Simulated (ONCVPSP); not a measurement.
## gold, ONCV: configuration errors across variants

ONCVPSP 4.0.1 input, shortened (lines: element, Z, core and valence counts, functional; n l f; lmax; l rc ep ncon nbas qcut; lloc lpopt rc5 dvloc0; l nproj debl; icmod fcfact rcfact), BLYP, fully relativistic:

```
  Au 79.00    9    5  -106131      upf
    1    0    2.00
    2    0    2.00
    2    1    6.00
    3    0    2.00
    3    1    6.00
    3    2   10.00
    4    0    2.00
    4    1    6.00
    4    2   10.00
    4    3   14.00
    5    0    2.00
    5    1    6.00
    5    2   10.00
    6    0    1.00
    3
    0    1.60    0.00    4    7    9.90
    1    1.35    0.00    5   10    9.20
    2    1.90    0.00    4    8    9.00
    3    0.50    0.00    4    9   35.80
    4    5    0.40    0.00
    0    2    1.20
    1    3    1.60
    2    2    3.80
    3    3    3.30
    3    2.50    1.20
```

Open shells are filled in proportion to 2j + 1.

In the p channel the program set the typed energies aside and used -2.030, 0.250, 1.850 Ha (j = l + 1/2; the other j can differ).

All-electron excitation energies from the reference (eV): (1) 4f14 5s2 5p6 5d10 6s0 9.484; (2) 4f14 5s2 5p6 5d9 6s0 30.617; (3) 4f14 5s2 5p6 5d8 6s0 64.374; (4) 4f14 5s2 5p6 5d10 6s0.5 3.799.

3 further variants failed, have other tests or too few solved ones, and are left out.

A true bound ghost makes a file unfit for plane-wave use even where its test errors are small: the radial tests pick states by their node count and pass the ghost by.

The file “base” misses its own reference levels by 3.6 eV. The file “all radii but the core radius scaled by about 0.95 (s 1.52, p 1.28, d 1.80, f 0.48 bohr); local potential polynomial inside 0.38 bohr (lpopt 5, dvloc0 0 Ha)” misses its own reference levels by 1.4 eV. The file “all radii but the core radius scaled by about 1.04 (s 1.66, p 1.40, d 1.96, f 0.52 bohr); local potential polynomial inside 0.42 bohr (lpopt 5, dvloc0 0 Ha)” misses its own reference levels by 2.6 eV. The file “all radii but the core radius scaled by about 1.23 (s 1.96, p 1.66, d 2.34, f 0.62 bohr); local potential polynomial inside 0.50 bohr (lpopt 5, dvloc0 0 Ha)” misses its own reference levels by 0.4 eV. The file “all radii but the core radius scaled by about 1.32 (s 2.12, p 1.78, d 2.50, f 0.66 bohr); local potential polynomial inside 0.52 bohr (lpopt 5, dvloc0 0 Ha)” misses its own reference levels by 0.7 eV.

Errors AE − PS in meV (a dash: test not solved or not reliable):

| change | (1) | (2) | (3) | (4) | bound ghosts | GHOST(+) flags above zero |
| --- | --- | --- | --- | --- | --- | --- |
| base | -1.1 | +0.3 | +0.5 | -0.2 | s, p3/2, d5/2, f7/2, p1/2, d3/2 | p3/2 |
| all radii but the core radius scaled by about 0.95 (s 1.52, p 1.28, d 1.80, f 0.48 bohr); local potential polynomial inside 0.38 bohr (lpopt 5, dvloc0 0 Ha) | -0.7 | +0.4 | +0.8 | -0.1 | s, p3/2, d5/2, f7/2, p1/2, d3/2 | p3/2, f7/2 |
| all radii but the core radius scaled by about 1.04 (s 1.66, p 1.40, d 1.96, f 0.52 bohr); local potential polynomial inside 0.42 bohr (lpopt 5, dvloc0 0 Ha) | -0.8 | +0.5 | +1.0 | -0.1 | s, p3/2, d5/2, p1/2, d3/2 | none |
| all radii but the core radius scaled by about 1.23 (s 1.96, p 1.66, d 2.34, f 0.62 bohr); local potential polynomial inside 0.50 bohr (lpopt 5, dvloc0 0 Ha) | -1.3 | -0.6 | +13 | -0.2 | s, p3/2, p1/2, d3/2 | s, d5/2 |
| all radii but the core radius scaled by about 1.32 (s 2.12, p 1.78, d 2.50, f 0.66 bohr); local potential polynomial inside 0.52 bohr (lpopt 5, dvloc0 0 Ha) | -2.2 | -0.4 | +7.0 | -0.5 | s, p3/2, p1/2 | s, d5/2, f7/2, d3/2 |

(1) Give the same row for: all radii but the core radius scaled by about 1.10 (s 1.76, p 1.48, d 2.10, f 0.56 bohr); local potential polynomial inside 0.44 bohr (lpopt 5, dvloc0 0 Ha).

Answers

(1) -1.6, -0.5, +0.2, -0.3; bound ghosts: s, p3/2, d5/2, p1/2, d3/2; GHOST(+) flags above zero: s.
